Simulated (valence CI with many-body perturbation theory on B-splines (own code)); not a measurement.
**Level structure of Kr³⁰⁺**

Method: configuration interaction combined with many-body perturbation theory (CI+MBPT): four valence electrons over a frozen Dirac-Fock core [He], radial functions for each j: 11 s, 11 p, 9 d, 7 f, 5 g, 2 h, 1 i, with the one-electron correlation potential Σ1, the two-electron term Σ2, the three-electron term Σ3, Breit, model QED; selected CI, second order for the rest (own B-spline code, finite nucleus).

The last digits are not significant, and no measured levels were compared; by estimate large intervals hold to a few tenths of a per cent, small ones and those within an open d or f shell to about a per cent. Among the levels kept, up to 250 cm⁻¹ of a level comes from second order outside the variational space, and about a tenth of that is noise between levels of different J, which matters for small intervals.

Levels 46 to 90 of 114, with energies above the lowest level, (2s^2 2p1/2^2) J=0. "Leading %" is the weight of the configuration and term that name the level; weights of strongly mixed levels are sums over their largest components and can fall short. In the jj column 3d3/2^4 stands for four electrons in 3d with j = 3/2. Lifetimes count E1, E2, E3, M1 and M2 decay at the calculated energies, and are blank where another channel may lead or the interval is too uncertain; long ones can be off by a factor of two.

| No. | Configuration | Term | J | E (Ry) | Leading % | g | Lifetime | Leading jj |
| --- | --- | --- | --- | --- | --- | --- | --- | --- |
| 46 | 2s.2p2.3p | 5D° | 2 | 158.68 | 39 | 1.607 | 854 fs | 2s 2p1/2^2 3p3/2 (75 %) |
| 47 | 2s.2p2.3p | 3D° | 1 | 159.03 | 43 | 1.066 | 36.8 fs | 2s 2p1/2^2 3p3/2 (76 %) |
| 48 | 2s2.2p.3d | 1D° | 2 | 159.12 | 47 | 0.985 | 17.7 fs | 2s^2 2p3/2 3d3/2 (74 %) |
| 49 | 2s2.2p.3d | 3F° | 4 | 159.22 | 97 | 1.246 | 287 ps | 2s^2 2p3/2 3d5/2 (97 %) |
| 50 | 2s2.2p.3d | 3D° | 3 | 159.41 | 50 | 1.200 | 13.4 fs | 2s^2 2p3/2 3d3/2 (68 %) |
| 51 | 2s2.2p.3d | 3P° | 1 | 159.61 | 65 | 1.201 | 12.8 fs | 2s^2 2p3/2 3d3/2 (92 %) |
| 52 | 2s2.2p.3d | 3P° | 0 | 159.66 | 97 |  | 16.0 fs | 2s^2 2p3/2 3d3/2 (97 %) |
| 53 | 2s.2p2.3s | 3P | 2 | 159.67 | 60 | 1.354 | 84.9 fs | 2s 2p1/2 2p3/2 3s (86 %) |
| 54 | 2s2.2p.3d | 3P° | 2 | 159.74 | 51 | 1.321 | 13.8 fs | 2s^2 2p3/2 3d5/2 (74 %) |
| 55 | 2s.2p2.3p | 5P° | 1 | 159.96 | 41 | 1.875 | 142 fs | 2s 2p1/2 2p3/2 3p1/2 (92 %) |
| 56 | 2s.2p2.3p | 5D° | 2 | 160.39 | 42 | 1.470 | 128 fs | 2s 2p1/2 2p3/2 3p1/2 (87 %) |
| 57 | 2s2.2p.3d | 1F° | 3 | 160.42 | 67 | 1.091 | 7.73 fs | 2s^2 2p3/2 3d5/2 (69 %) |
| 58 | 2s2.2p.3d | 1P° | 1 | 160.60 | 71 | 1.003 | 11.8 fs | 2s^2 2p3/2 3d5/2 (93 %) |
| 59 | 2s.2p2.3d | 5F | 1 | 160.89 | 66 | 0.305 | 196 fs | 2s 2p1/2^2 3d3/2 (81 %) |
| 60 | 2s.2p2.3d | 5F | 2 | 161.05 | 44 | 1.206 | 80.4 fs | 2s 2p1/2^2 3d3/2 (65 %) |
| 61 | 2s.2p2.3p | 5D° | 3 | 161.16 | 83 | 1.464 | 6.34 ps | 2s 2p1/2 2p3/2 3p3/2 (67 %) |
| 62 | 2s.2p2.3s | 3D | 1 | 161.37 | 81 | 0.622 | 81.7 fs | 2s 2p1/2 2p3/2 3s (92 %) |
| 63 | 2s.2p2.3p | 5P° | 3 | 161.45 | 47 | 1.451 | 116 fs | 2s 2p1/2 2p3/2 3p1/2 (56 %) |
| 64 | 2s.2p2.3p | 5P° | 1 | 161.55 | 35 | 1.695 | 57.2 fs | 2s 2p1/2 2p3/2 3p3/2 (94 %) |
| 65 | 2s.2p2.3s | 3D | 2 | 161.59 | 47 | 1.180 | 78.3 fs | 2s 2p1/2 2p3/2 3s (89 %) |
| 66 | 2s.2p2.3d | 5D | 3 | 161.60 | 32 | 1.407 | 25.7 fs | 2s 2p1/2^2 3d5/2 (78 %) |
| 67 | 2s.2p2.3p | 3D° | 2 | 161.99 | 56 | 1.418 | 53.1 fs | 2s 2p1/2 2p3/2 3p3/2 (92 %) |
| 68 | 2s.2p2.3s | 3P | 0 | 162.17 | 86 |  | 82.1 fs | 2s 2p1/2 2p3/2 3s (81 %) |
| 69 | 2s.2p2.3s | 3P | 1 | 162.17 | 53 | 1.552 | 102 fs | 2s 2p1/2 2p3/2 3s (78 %) |
| 70 | 2s.2p2.3p | 5S° | 2 | 162.25 | 39 | 1.703 | 126 fs | 2s 2p1/2 2p3/2 3p1/2 (81 %) |
| 71 | 2s.2p2.3p | 3P° | 0 | 162.42 | 81 |  | 42.2 fs | 2s 2p1/2 2p3/2 3p3/2 (93 %) |
| 72 | 2s.2p2.3p | 5D° | 4 | 162.46 | 72 | 1.425 | 33.2 ps | 2s 2p1/2 2p3/2 3p3/2 (84 %) |
| 73 | 2s.2p2.3d | 3F | 2 | 162.52 | 42 | 0.987 | 21.7 fs | 2s 2p1/2^2 3d5/2 (61 %) |
| 74 | 2s.2p2.3p | 3P° | 2 | 163.01 | 59 | 1.443 | 49.2 fs | 2s 2p1/2 2p3/2 3p3/2 (90 %) |
| 75 | 2s.2p2.3p | 3P° | 1 | 163.25 | 39 | 1.353 | 40.0 fs | 2s 2p1/2 2p3/2 3p3/2 (79 %) |
| 76 | 2s.2p2.3p | 3D° | 3 | 163.35 | 43 | 1.355 | 52.2 fs | 2s 2p1/2 2p3/2 3p3/2 (76 %) |
| 77 | 2s.2p2.3s | 3D | 3 | 163.39 | 70 | 1.420 | 63.9 fs | 2s 2p3/2^2 3s (82 %) |
| 78 | 2s.2p2.3p | 3F° | 2 | 163.83 | 57 | 0.852 | 117 fs | 2s 2p1/2 2p3/2 3p1/2 (93 %) |
| 79 | 2s.2p2.3d | 5D | 0 | 163.91 | 90 |  | 382 fs | 2s 2p1/2 2p3/2 3d3/2 (97 %) |
| 80 | 2s.2p2.3d | 5F | 2 | 163.91 | 40 | 1.254 | 42.5 fs | 2s 2p1/2 2p3/2 3d3/2 (92 %) |
| 81 | 2s.2p2.3d | 5D | 1 | 163.92 | 63 | 1.305 | 73.9 fs | 2s 2p1/2 2p3/2 3d3/2 (94 %) |
| 82 | 2s.2p2.3d | 5F | 4 | 164.02 | 60 | 1.386 | 633 fs | 2s 2p1/2 2p3/2 3d5/2 (93 %) |
| 83 | 2s.2p2.3d | 5F | 3 | 164.07 | 60 | 1.337 | 28.4 fs | 2s 2p1/2 2p3/2 3d3/2 (63 %) |
| 84 | 2s.2p2.3s | 1D | 2 | 164.13 | 43 | 1.211 | 88.7 fs | 2s 2p3/2^2 3s (84 %) |
| 85 | 2s.2p2.3p | 3D° | 1 | 164.15 | 56 | 0.822 | 54.9 fs | 2s 2p1/2 2p3/2 3p1/2 (86 %) |
| 86 | 2s.2p2.3p | 3P° | 0 | 164.45 | 63 |  | 70.3 fs | 2s 2p1/2 2p3/2 3p1/2 (79 %) |
| 87 | 2s.2p2.3d | 3F | 2 | 164.85 | 31 | 1.243 | 24.1 fs | 2s 2p1/2 2p3/2 3d5/2 (91 %) |
| 88 | 2s.2p2.3d | 5D | 4 | 165.05 | 35 | 1.335 | 1.98 ps | 2s 2p1/2 2p3/2 3d3/2 (56 %) |
| 89 | 2s.2p2.3d | 3F | 3 | 165.13 | 57 | 1.265 | 18.7 fs | 2s 2p1/2 2p3/2 3d5/2 (52 %) |
| 90 | 2s.2p2.3d | 5F | 5 | 165.21 | 74 | 1.342 | 374 ps | 2s 2p1/2 2p3/2 3d5/2 (84 %) |
